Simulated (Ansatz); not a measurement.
One change: `C=[CH][GeH3]` becomes `C=[CH][GeH2][CH2]F`.

Ansatz, PBE0-D4/def2-TZVP geometries, multiplicity 1. Each molecule was computed in one conformer, which needn't be the lowest.

Scalar relativity is left out up to krypton.

| property | `C=[CH][GeH3]` |
| --- | --- |
| HOMO energy (ωB97M-V/def2-TZVPP) / eV | -10.17 |
| LUMO energy (B3LYP/def2-TZVPP) / eV | -0.53 |
| HOMO–LUMO gap (PBE/def2-TZVPP) / eV | 5.49 |
| HOMO–LUMO gap (ωB97M-V/def2-TZVPP) / eV | 11.99 |
| LUMO energy (ωB97M-V/def2-TZVPP) / eV | 1.82 |
| size of the dipole moment (ωB97M-V/def2-TZVPP) / D | 0.58 |

Q: What does the change do to each property? (Best estimate.)

A: Computed: 
```csv
property,`C=[CH][GeH2][CH2]F`,shift
HOMO energy (ωB97M-V/def2-TZVPP) / eV,-10.05,0.12
LUMO energy (B3LYP/def2-TZVPP) / eV,-0.63,-0.10
HOMO–LUMO gap (PBE/def2-TZVPP) / eV,5.21,-0.28
HOMO–LUMO gap (ωB97M-V/def2-TZVPP) / eV,11.72,-0.27
LUMO energy (ωB97M-V/def2-TZVPP) / eV,1.66,-0.16
size of the dipole moment (ωB97M-V/def2-TZVPP) / D,1.49,0.91
```

With PBE0 the HOMO rises by 0.11 eV and the LUMO falls by 0.10 eV, so the gap narrows by about 0.21 eV. PBE moves the HOMO by 0.21 eV and ωB97M-V by 0.12 eV. Dipoles are sizes alone; their direction can turn.

B3LYP here is the variant with VWN-RPA as its local correlation; programs differ in this.
